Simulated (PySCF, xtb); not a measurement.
anisole (C7H8O), SMILES COc1ccccc1.

xtb with GFN2-xTB at its own geometry gives an orbital gap of 4.27 eV and a dipole moment of 1.41 D.

Coordinates come from a r2SCAN-D4/def2-SVP optimisation. One conformer was computed; it need not be the lowest.

Problem. What does ωB97X/def2-TZVP in PySCF give? (Estimate from the structure and the level; the computed values follow.)

Solution. gap 10.33 eV (levels -8.53 and 1.80 eV), dipole 1.29 D.
